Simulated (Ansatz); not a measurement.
`S[SiH2][GeH2][I]` → `[GeH2][I]`• + `[SiH2]S`•  (homolysis of the Ge–Si bond)

Gas-phase electronic energies from Ansatz, PBE0-D4/def2-TZVP geometries. CBS: MP2 limit from def2 TZ/QZ plus the TZ coupled-cluster correction, frozen cores. DFT in def2-TZVPP. Open shells (•) are unrestricted, without spin–orbit coupling. Elements past krypton have def2 core potentials. For Ge, I outer-core shells are correlated without core-valence functions, which leaves a few kJ/mol of doubt a bond. Scalar relativity is left out up to krypton. One conformer a species, not always the lowest.

```tsv
level	ΔE (eV)
B97M-V	3.09
r2SCAN0-D4	2.99
BHLYP-D4	3.09
PBE-QIDH	3.19
revPBE	2.68
BHLYP	2.88
MP2/def2-TZVPP	3.29
SCS-MP2/def2-TZVPP	3.25
```

Question: What does CCSD(T)/CBS give? (An estimate is asked.)

Answer: The calculation gave: +3.33 eV. The listed levels differ from it by -0.24, -0.34, -0.24, -0.14, -0.65, -0.45, -0.04, -0.08 eV.

Largest T1 diagnostic among the species: 0.016.

In def2-TZVPP, CCSD(T) changes the Hartree–Fock value by +0.96 eV (the triples alone add +0.08 eV) and MP2 by +1.07 eV; breaking electron pairs costs correlation energy, which Hartree–Fock lacks. From BLYP to BHLYP (50 % exact exchange), in def2-TZVPP and without D4, ΔE moves by +0.26 eV.

CCSD(T)/CBS has its own doubt, a few kJ/mol and more with outer-core shells, so smaller differences from it don't rank the levels.
